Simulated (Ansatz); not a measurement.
Z-matrix (Å, degrees):
```
C
N 1 1.3833
C 2 1.2745 1 119.59
H 3 1.0855 2 119.33 1 179.97
H 1 1.0952 2 118.69 3 -0.02
H 3 1.0963 4 117.85 2 -179.99
Si 1 1.7249 5 120.38 2 -179.98
H 7 1.4700 1 122.69 5 179.97
H 7 1.4720 8 116.90 1 -180.00
```
Charge +1, spin multiplicity 2.

The numbers are results of frozen-core CCSD(T)/cc-pVTZ // B3LYP-D3(BJ)/def2-TZVP (Ansatz, a quantum-chemistry and plane-wave program), not measurements. The geometry is that of the parent before the electron was removed.

```json
{
  "HF energy": "-421.74759 Ha",
  "MP2 correlation energy": "-0.57926 Ha"
}
```

Q: Estimate the CCSD correlation energy, the (T) correction, the total energy and the T1 diagnostic.

A: 
| Item | Value |
|---|---|
| CCSD correlation energy | -0.62548 Ha |
| (T) correction | -0.02747 Ha |
| CCSD(T) total energy | -422.40053 Ha |
| T1 diagnostic | 0.025 |
